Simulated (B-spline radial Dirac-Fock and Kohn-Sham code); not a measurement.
# Relative photoemission cross sections at Ga Kα (9251.7 eV): 4s, 4p1/2, 4p3/2, Ga to Er

The computed values come from a radial atomic solver: independent-particle photoionisation in a Dirac-Hartree-Slater potential with a Latter tail, all multipoles, thresholds from Dirac-Fock ΔSCF. Cross sections are relative to C 1s, computed as 0.05069 kb at this energy; β is from the dipole term. Free atoms in their tabulated ground configurations, whose changes along a row show as steps; without correlation, outer binding energies come out low.

```
 Z  element   σ 4s  σ 4p1/2  σ 4p3/2  β 4p3/2  binding 4p3/2 (eV)
31       Ga  0.492   0.0124   0.0222     0.89                5.41
32       Ge  0.631   0.0379   0.0678     0.92                6.81
36       Kr   1.34    0.371    0.654     1.04               13.01
38       Sr   1.91    0.658     1.16     1.10               27.33
40       Zr   2.51    0.986     1.73     1.15               37.33
43       Tc   3.49     1.61     2.80     1.22               52.09
46       Pd   4.52     2.35     4.04     1.28               59.40
48       Cd   5.40     3.05     5.24     1.32               78.27
49       In   5.86     3.46     5.93     1.34               90.23
50       Sn   6.35     3.91     6.68     1.36               102.6
54       Xe   8.55     6.04     10.3     1.44               156.8
56       Ba   9.78     7.35     12.5     1.47               197.9
57       La   10.4     8.06     13.7     1.48               217.0
58       Ce   11.1     8.72     14.8     1.50               227.6
59       Pr   11.6     9.35     15.8     1.51               230.1
60       Nd   12.2     10.1     17.0     1.53               240.6
61       Pm   12.9     10.9     18.3     1.54               251.2
62       Sm   13.5     11.6     19.5     1.56               261.8
63       Eu   14.2     12.4     20.9     1.57               272.4
64       Gd   14.9     13.3     22.3     1.58               291.6
65       Tb   15.5     14.1     23.6     1.59               294.1
66       Dy   16.1     15.0     25.0     1.61               305.1
67       Ho   16.8     15.9     26.5     1.62               316.2
68       Er   17.4     16.8     28.0     1.63               327.5
```
